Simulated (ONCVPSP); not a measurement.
## Configuration tests for Mn (ONCV)

ONCVPSP 4.0.1 input, shortened (lines: element, Z, core and valence counts, functional; n l f; lmax; l rc ep ncon nbas qcut; lloc lpopt rc5 dvloc0; l nproj debl; icmod fcfact rcfact), PBE, scalar-relativistic:

```
  Mn 25.00    3    3        4      upf
    1    0    2.00
    2    0    2.00
    2    1    6.00
    3    0    2.00
    3    1    6.00
    3    2    5.00
    2
    0    1.40    0.00    4    9    6.70
    1    1.45    0.00    4    8    8.40
    2    1.55    0.00    5   10   10.50
    4    5    1.10    6.00
    0    3    1.10
    1    2    1.80
    2    2    4.00
    3    4.00    1.30
```

In the s channel the program set the typed energies aside and used -3.811, 0.250, 1.350 Ha. In the p channel the program set the typed energies aside and used -2.662, 0.250 Ha.

Energies are relative to the spin-unpolarised reference configuration 3s2 3p6 3d5; without spin polarisation the order of configurations can differ from experiment.

```tsv
valence configuration	charge	ΔE all-electron (eV)	error AE − PS (meV)
3s2 3p6 3d5 4s2	0	-24.015	+3.8
3s2 3p6 3d5 4s1	+1	-15.599	+1.5
```

Question: What are ΔE and the potential's error for 3s2 3p6 3d5 4s1.5?

Answer: ΔE = -20.654 eV all-electron; the error (AE − PS) is +2.6 meV.

Question: What are ΔE and the potential's error for 3s2 3p6 3d4?

Answer: ΔE = 32.519 eV all-electron; the error (AE − PS) is +40 meV.

Levels in the configuration 3s2 3p6 3d5 4s1.5:

```json
{"level": "3s", "all-electron (eV)": "-89.802", "pseudo (eV)": "-89.769"}
{"level": "3p", "all-electron (eV)": "-58.523", "pseudo (eV)": "-58.513"}
{"level": "3d", "all-electron (eV)": "-10.662", "pseudo (eV)": "-10.650"}
{"level": "4s", "all-electron (eV)": "-8.380", "pseudo (eV)": "-8.381"}
```
